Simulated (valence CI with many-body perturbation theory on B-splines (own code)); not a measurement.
## Forbidden lines of Rh XXXII

Calculated by relativistic CI+MBPT: four valence electrons over a frozen Dirac-Fock core [Ne], radial functions for each j: 11 s, 11 p, 10 d, 8 f, 5 g, 2 h, with the one-electron correlation potential Σ1, the two-electron term Σ2, the three-electron term Σ3, Breit, model QED; selected CI, second order for the rest, scaled by the run's own slope (own B-spline code, finite nucleus).

No measured spectrum was set against this ion. As an estimate, large intervals hold to a few tenths of a per cent, small ones and those within an open d or f shell to about a per cent. Among the levels kept, up to 690 cm⁻¹ of a level comes from second order outside the variational space, and about a tenth of that is noise between levels of different J, which matters for small intervals.

Lines 1 to 8 of 8 in falling wavelength, among levels below 31.534 Ry, chosen from the decays that carry over 1 % of a level's rate. Wavelengths and rates use the calculated energies. Electric multipoles are in the length gauge, E1 and E2 with the static RPA response of the core. Weak lines are less certain than strong ones. Lines between different terms over intervals too small for the method are left out, as are lines whose strength nearly cancels.

Levels are named by their leading jj configuration (3d3/2^4 stands for four electrons in 3d with j = 3/2), which in mixed levels can hold well under half, so a name can repeat and another be missing.

| λ vac (Å) | Upper | Lower | Type | A (s⁻¹) | Branch % |
| --- | --- | --- | --- | --- | --- |
| 2525 | (3s^2 3p1/2 3p3/2) J=2 | (3s^2 3p1/2 3p3/2) J=1 | M1 | 3.80e+02 | 51.8 |
| 492.3 | (3s^2 3p3/2 3d5/2) J=4 | (3s^2 3p1/2 3d5/2) J=3 | M1 | 1.34e+05 | 83.8 |
| 427.9 | (3s^2 3p1/2 3p3/2) J=1 | (3s^2 3p1/2^2) J=0 | M1 | 1.78e+05 | 100.0 |
| 380.3 | (3s^2 3p3/2^2) J=2 | (3s^2 3p1/2 3p3/2) J=2 | M1 | 1.82e+05 | 46.9 |
| 365.9 | (3s^2 3p1/2 3p3/2) J=2 | (3s^2 3p1/2^2) J=0 | E2 | 3.53e+02 | 48.2 |
| 330.5 | (3s^2 3p3/2^2) J=2 | (3s^2 3p1/2 3p3/2) J=1 | M1 | 2.05e+05 | 52.8 |
| 259.2 | (3s^2 3p3/2 3d5/2) J=4 | (3s 3p1/2 3p3/2^2) J=3 | M1 | 2.30e+04 | 14.4 |
| 254.2 | (3s^2 3p3/2^2) J=0 | (3s^2 3p1/2 3p3/2) J=1 | M1 | 7.36e+05 | 99.5 |
